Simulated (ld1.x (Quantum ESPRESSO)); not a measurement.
# osmium: excitation energies, all-electron against PAW

Os, PAW, made with ld1.x (Quantum ESPRESSO) 7.5 (LDA (PZ), scalar-relativistic). Core [Kr] 4d10 4f14 5s2, reference 5p6 5d6 6s1 6p0 (charge +1). Waves: 6s (bound): rcut 2.05, rcutus 2.55 bohr; 6s channel at 0.45 Ry: rcut 2.05, rcutus 2.55 bohr; 5p (bound): rcut 1.90, rcutus 2.40 bohr; 6p (bound, empty): rcut 1.90, rcutus 2.40 bohr; 5d (bound): rcut 1.80, rcutus 1.95 bohr; 5d channel at -0.75 Ry: rcut 1.80, rcutus 1.95 bohr; 5f channel at 0.05 Ry: rcut 1.90, rcutus 2.00 bohr; 5f channel at 2.45 Ry: rcut 1.90, rcutus 2.00 bohr. Local part: all-electron potential smoothed inside 2.30 bohr (lloc = -2). Core correction: Bessel-smoothed model core inside 1.95 bohr. Augmentation charge: BESSEL, radius 1.70 bohr.

Energies are relative to the spin-unpolarised reference configuration 5p6 5d6 6s1 6p0; without spin polarisation the order of configurations can differ from experiment. Spin-polarised rows fill each open shell by Hund’s rule, majority spin first. The frozen-core shift is the all-electron ΔE with the core orbitals held at their reference shape minus the fully relaxed ΔE.

| valence configuration | charge | ΔE all-electron (eV) | error AE − PS (meV) | frozen-core shift (meV) |
| --- | --- | --- | --- | --- |
| 5p6 5d6 6s2 6p0 | 0 | -9.864 | +4.8 | -3.2 |
| 5p6 5d6 6s0 6p0 | +2 | 17.284 | -3.9 | +5.3 |
| 5p6 5d7 6s1 6p0 | 0 | -9.506 | -1.9 | +4.4 |
| 5p5 5d6 6s2 6p0 | +1 | 47.294 | -79 | +118 |
| 5p6 5d6 6s0 6p2 | 0 | 0.767 | +1.6 | -1.0 |
| 5p6 5d6 6s1 6p0 (spin-polarised) | +1 | -2.966 | -16 | +14 |
| 5p6 5d6 6s2 6p0 (spin-polarised) | 0 | -11.884 | -10 | +9.5 |

Question: What are ΔE and the potential's error for 5p6 5d6 6s0 6p1?

Answer: ΔE = 6.247 eV all-electron; the error (AE − PS) is 0.0 meV.

Question: What are ΔE and the potential's error for 5p6 5d5 6s0 6p0?

Answer: ΔE = 46.439 eV all-electron; the error (AE − PS) is -26 meV.

Levels in the configuration 5p6 5d6 6s0 6p2:

| level | all-electron (eV) | pseudo (eV) |
| --- | --- | --- |
| 5p | -54.408 | -54.420 |
| 5d | -9.528 | -9.531 |
| 6p | -2.959 | -2.959 |

A variational frozen-core shift is positive and of second order in the change. This column holds negative values, so the frozen-core run of ld1.x carries numerical noise or an error of first order here, and the column gives no more than the rough size of the effect.
